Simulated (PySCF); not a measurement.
Stepwise substitution at one centre (Ga Cl-OH). Isolated molecules, 0 K electronic values unless said otherwise. One relaxed conformer stands for each flexible species; it need not be the lowest. Strings in code marks are SMILES.

The HOMO–LUMO gap from two functionals at the same geometries (r2SCAN-D4/def2-TZVP), both in PySCF: PBE-D3(BJ)/def2-TZVP and r2SCAN-D4/def2-TZVP. 

```json
[
 {"species": "0 of 3 Cl replaced by OH (`[Cl][Ga]([Cl])[Cl]`)", "PBE-D3(BJ)/def2-TZVP (eV)": "5.13"},
 {"species": "1 of 3 Cl replaced by OH (`[Ga]([Cl])([OH])[Cl]` (H–O–Ga–Cl torsion 180°))", "PBE-D3(BJ)/def2-TZVP (eV)": "5.38"},
 {"species": "2 of 3 Cl replaced by OH (`[OH][Ga]([OH])[Cl]` (H–O–Ga–Cl torsion 0°, Cl–Ga–O–H torsion 180°))", "PBE-D3(BJ)/def2-TZVP (eV)": "5.34"},
 {"species": "3 of 3 Cl replaced by OH (`[OH][Ga]([OH])[OH]`)", "PBE-D3(BJ)/def2-TZVP (eV)": "5.36"}
]
```

Task: What does r2SCAN-D4/def2-TZVP give for each?

Result: 
- 0 of 3 Cl replaced by OH (`[Cl][Ga]([Cl])[Cl]`): 5.78
- 1 of 3 Cl replaced by OH (`[Ga]([Cl])([OH])[Cl]` (H–O–Ga–Cl torsion 180°)): 6.08
- 2 of 3 Cl replaced by OH (`[OH][Ga]([OH])[Cl]` (H–O–Ga–Cl torsion 0°, Cl–Ga–O–H torsion 180°)): 6.08
- 3 of 3 Cl replaced by OH (`[OH][Ga]([OH])[OH]`): 6.14
Over these rows, drawn at random from the members with no instability flagged (it was tested for open shells, ions and some series alone), PBE minus r2SCAN-D4: mean -0.72 eV, from -0.78 eV to -0.65 eV.
